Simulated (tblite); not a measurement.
Compound: C₇H₁₅NSi.
Atom-mapped SMILES: `[CH2:1]=[CH:2][CH2:3][Si@H:4](/[CH:5]=[CH:6]/[CH3:7])[NH:8][CH3:9]` (hydrogens: H10, H11 on C1; H12 on C2; H13, H14 on C3; H15 on Si4; H16 on C5; H17 on C6; H18, H19, H20 on C7; H21 on N8; H22, H23, H24 on C9)

Computed geometry: GFN2-xTB, gas phase.

Problem. What internal coordinates does the optimisation give?

Solution. 
```json
{"bond": "C1=C2", "length (Å)": "1.322"}
{"bond": "C2–C3", "length (Å)": "1.483"}
{"bond": "C3–Si4", "length (Å)": "1.914"}
{"bond": "Si4–C5", "length (Å)": "1.887"}
{"bond": "C5=C6", "length (Å)": "1.328"}
{"bond": "C6–C7", "length (Å)": "1.492"}
{"bond": "Si4–N8", "length (Å)": "1.723"}
{"bond": "N8–C9", "length (Å)": "1.444"}
{"bond": "C1–H10", "length (Å)": "1.078"}
{"bond": "C1–H11", "length (Å)": "1.077"}
{"bond": "C2–H12", "length (Å)": "1.083"}
{"bond": "C3–H13", "length (Å)": "1.088"}
{"bond": "C3–H14", "length (Å)": "1.088"}
{"bond": "Si4–H15", "length (Å)": "1.471"}
{"bond": "C5–H16", "length (Å)": "1.084"}
{"bond": "C6–H17", "length (Å)": "1.083"}
{"bond": "C7–H18, C7–H19, C7–H20", "length (Å)": "1.089"}
{"bond": "N8–H21", "length (Å)": "1.009"}
{"bond": "C9–H22, C9–H23, C9–H24", "length (Å)": "1.092"}
```

Bonds in one row agree within 0.01 Å and their mean is given. A selection of angles:
```json
{"angle": "C1–C2–C3", "degrees": "124.8"}
{"angle": "C2–C3–Si4", "degrees": "110.9"}
{"angle": "C3–Si4–C5", "degrees": "108.3"}
{"angle": "C3–Si4–N8", "degrees": "106.4"}
{"angle": "C5–Si4–N8", "degrees": "115.7"}
{"angle": "Si4–C5–C6", "degrees": "124.2"}
{"angle": "C5–C6–C7", "degrees": "125.2"}
{"angle": "Si4–N8–C9", "degrees": "122.1"}
{"angle": "H21–N8–Si4", "degrees": "118.2"}
{"angle": "H21–N8–C9", "degrees": "111.5"}
```

Dihedral angles: C1–C2–C3–Si4 -97° (anticlinal); C2–C3–Si4–C5 63° (synclinal); C3–Si4–C5–C6 -82° (synclinal); Si4–C5–C6–C7 179° (antiperiplanar); C3–Si4–N8–C9 177° (antiperiplanar).

The C–Si distances run from 1.887 Å (Si4–C5, drawn single) to 1.914 Å (C3–Si4, drawn single), a spread of 0.027 Å. N8 (silicon-bound nitrogen) has angles 122.1°, 118.2° and 111.5°, sum 351.9°, 0.22 Å off the plane of its three neighbours. The 4 C–C bonds span 1.322 Å (C1=C2, drawn double) to 1.492 Å (C6–C7, drawn single), a spread of 0.170 Å. Si4 (SiH silicon) is distorted tetrahedral (angles from 105.9° to 115.7°). Of the pairs four or more bonds apart, H16···H20 is among the closest relative to their van der Waals radii: 2.39 Å, 99 % of the sum of Bondi's values.

Point group: C1 (no symmetry element, even within 0.4 Å). Its GFN2-xTB frequencies are all real (lowest 30 cm⁻¹). One conformer, not necessarily the lowest.
